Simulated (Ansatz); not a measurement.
Reactions of `C1[SiH2][SiH2]S1`.

Gas-phase electronic energies from Ansatz, PBE0-D4/def2-TZVP geometries. CCSD(T)/CBS adds triple-zeta CCSD(T) − MP2 to the extrapolated MP2 energy (def2 sets, frozen cores). This one scheme is used for every species, atoms too. DFT in def2-TZVPP. B3LYP here is the variant with VWN-RPA as its local correlation; programs differ in this. Open shells (•) are unrestricted, without spin–orbit coupling. Spin–orbit coupling would lower the free atoms: a little for C, S, Si. Each species was taken in one conformer, which may not be the lowest.

```tsv
reaction	CCSD(T)/CBS(def2) (kJ/mol)
`C1[SiH2][SiH2]S1` + `NC(O)N[SiH3]` → `O[SiH]1CS[SiH2]1` + `NCN[SiH3]`	-127
`C1[SiH2][SiH2]S1` → `[SiH3][SiH]1CS1`	37
`C1[SiH2][SiH2]S1` → `S[SiH]1C[SiH2]1`	?
`C1[SiH2][SiH2]S1` → C• + 6 H• + S• + 2 Si•	3261
```

Question: Fill in the missing values. (Best estimate.)

Answer: Computed: `C1[SiH2][SiH2]S1` → `S[SiH]1C[SiH2]1`: +48.7 kJ/mol.

Largest T1 diagnostic: 0.013, for `[SiH3][SiH]1CS1`.
